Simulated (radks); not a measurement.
Values are calculated unless marked as measured or tabulated.
Er3+, configuration [Xe] 4f11 (the NIST ground configuration).

Level of theory: scalar-relativistic Kohn-Sham, Wu-Cohen GGA, spin-polarised, spherical densities, finite nucleus; open shells are filled with parallel spins first (spin-orbit coupling, left out, can overturn this in heavy ions); Fermi nuclear charge, rms radius 5.2516 fm (a radial shooting solver on a logarithmic mesh with Libxc functionals).

Energy parts (Ry):
| part | energy |
|---|---|
| total | -26164.8794 |
| kinetic | 28361.1844 |
| electron-nucleus | -64056.4426 |
| Hartree | 10081.6406 |
| exchange-correlation | -551.2616 |

Orbitals (lengths in bohr, moments of r in powers of bohr; <r^-3> diverges for s and p1/2; r(max) is where P^2 peaks):
orbital  occ.  eigenvalue (Ry)  <r^-3>   r(max)   <1/r>
1s up       1        -4218.033       -  0.01286   77.53
1s down     1        -4218.033       -  0.01286   77.53
2s up       1        -710.6695       -  0.07325   18.05
2s down     1        -710.6667       -  0.07325   18.05
2p up       3        -629.0108   14320  0.05956   16.67
2p down     3        -629.0087   14320  0.05956   16.67
3s up       1        -161.2007       -   0.2072   6.654
3s down     1        -161.1024       -   0.2072   6.657
3p up       3        -136.3504    3084   0.2039   6.218
3p down     3        -136.2525    3087   0.2039   6.220
3d up       5        -105.1783   409.2   0.1664   5.894
3d down     5        -105.1031   409.6   0.1663   5.896
4s up       1        -33.84586       -   0.4738   2.814
4s down     1        -33.63990       -   0.4737   2.813
4p up       3        -25.66020   698.6   0.4951   2.576
4p down     3        -25.45779   697.8   0.4951   2.574
4d up       5        -14.68356   78.05   0.5113   2.277
4d down     5        -14.48605   77.86   0.5112   2.275
4f up       7         -2.68793   11.36   0.5049   1.715
4f down     4         -2.51241   11.15   0.5061   1.697
5s up       1         -6.07264       -    1.100   1.083
5s down     1         -5.98016       -    1.105   1.075
5p up       3         -4.10594   95.26    1.250  0.9142
5p down     3         -4.03822   92.89    1.257  0.9056

The highest occupied level is 4f down at -34.183 eV. The density falls to 0.001 e/bohr^3 at r = 3.13 bohr. Spin moment in Bohr magnetons: 3. Summed over all electrons, <r^2> = 33.21 bohr^2, which gives a Langevin (diamagnetic) susceptibility term of -26.3 x 10^-6 cm^3/mol. The spin density at the nucleus is 0.225 e/bohr^3 (1s 0.006, 2s -0.746, 3s -9.319, 4s 2.108, 5s 8.175). The electron density at the nucleus is 9.191e+05 e/bohr^3 (large components only).
